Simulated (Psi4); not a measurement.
Worked example: vertical ionisation energy of C7H14 (methylcyclohexane)

C7H14 has 21 atoms, charge 0, and is taken as a singlet. SMILES: `CC1CCCCC1`. Geometry: relaxed at PBE0-D4/def2-TZVP. This is one conformer, not always the lowest.

Both states at this one shape; open shells run unrestricted unless said. 1 Eh = 27.2114 eV.

| level | program | singlet C7H14 (Eh) | doublet [C7H14]+ (Eh) |
| --- | --- | --- | --- |
| HF/def2-TZVP (density fitting) | Psi4 | -273.336793 | -272.962012 |
| B3LYP/6-31G* (spherical functions) | Psi4 | -275.189935 | -274.823478 |
| B3LYP/6-31G* (Cartesian functions) | Psi4 | -275.194668 | -274.828186 |
| MP2/def2-TZVP (density fitting, density fitting for correlation), 7 core orbitals frozen | Psi4 | -274.515982 | -274.119204 |

Work out the vertical ionisation energy at each level.


1. HF/def2-TZVP (density fitting): -272.962012 − (-273.336793) = 0.374781 Eh = 10.20 eV.
2. B3LYP/6-31G* (spherical functions): -274.823478 − (-275.189935) = 0.366457 Eh = 9.97 eV.
3. B3LYP/6-31G* (Cartesian functions): -274.828186 − (-275.194668) = 0.366482 Eh = 9.97 eV.
4. MP2/def2-TZVP (density fitting, density fitting for correlation): -274.119204 − (-274.515982) = 0.396778 Eh = 10.80 eV.

No measured value is set beside it here; the levels span 9.97 to 10.80 eV.
